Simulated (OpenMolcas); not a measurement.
## Yb3+ in CaO

Yb3+ with its 6 nearest oxide ions at 2.303 Å, on the Ca site of CaO (a = 4.8105 Å, distance in the model lattice 2.405 Å). The rest of the host is ab initio model potentials to 7.6 Å, with orthogonalisation functions on the cations behind the ligands, and point charges beyond; the distance is set by hand and nothing relaxes, and no local charge compensation is placed. Ligand basis ANO-RCC-VDZP.

* Program: OpenMolcas 26.06
* Method: SS-CASPT2, IPEA 0.25 Eh, imaginary shift 0.1 Eh (closed shells correlated: 5s 5p and the ligand valence shells)
* Basis: ANO-RCC-VDZP [7s6p4d2f1g]
* Scalar Hamiltonian: DKH2, point nucleus
* Active space: 13 electrons in 7 orbitals (4f)
* State averaging: 2S+1 = 2 odd, 7 roots
* Spin-orbit coupling: RASSI with atomic mean-field integrals over the reference wave functions

The lowest spin-free states (labels of O, the rotations of Oh), above the lowest:

```json
{"State": "2T1", "Degeneracy": "3", "E (cm-1)": "0", "Free-ion L (%)": "F (100)"}
{"State": "2T2", "Degeneracy": "3", "E (cm-1)": "850", "Free-ion L (%)": "F (100)"}
{"State": "2A2", "Degeneracy": "1", "E (cm-1)": "1420", "Free-ion L (%)": "F (100)"}
```

The lowest levels with spin-orbit coupling:

```csv
E (cm-1),Degeneracy,Label,2S+1,J,|mJ| (%),g
0,2,Γ6,2,3.49,1/2 (58),2.65 2.65 2.65
520,4,Γ8,2,3.50,3/2 (37),
1170,2,Γ7,2,3.51,5/2 (75),3.39 3.39 3.39
10750,4,Γ8,2,2.50,1/2 (50),
11530,2,Γ7,2,2.51,3/2 (83),1.39 1.39 1.39
```

Powder χT (cm3 K/mol): 0.667 at 2 K, 0.708 at 10 K, 0.911 at 50 K, 1.16 at 100 K, 1.63 at 200 K, 1.95 at 300 K. The effective moment at 300 K is 2.828 √(χT) = 3.95 μB.

Hund's rules give f13 the level 2F7/2 with g = 1.143, so an isolated free-ion multiplet has χT = g² J(J+1) / 8 = 2.571 cm3 K/mol. The computed 1.950 at 300 K differs by -24 %, through the field's splitting, the mixing of terms and any other multiplet in reach.

Stevens parameters of the J = 7/2 multiplet, which is 1169 cm-1 wide (cm-1, z along the main axis): B40 = -5.982e-01, B44 = -2.991e+00, B60 = 2.076e-03, B64 = -4.331e-02.

Roots that are degenerate in the reference are averaged as groups; the widest CASPT2 spread within a group is 19 cm-1 (the 3-fold group of multiplicity 2 near 0 cm-1 above the lowest state of its run). Shifts and gaps below about the spread of the groups concerned are not significant. Over all roots computed the reference weight is 0.69; a low but even weight reflects the number of correlated electrons. Splittings of an f shell from a small cluster at a set distance can be off by tens of per cent, mostly too small. No measured value stands beside these numbers; the geometry was set by hand and not optimised.

The CASPT2 steps took 50 s on 1 thread of Arm Neoverse V1 (shared host); the integral step is not counted.
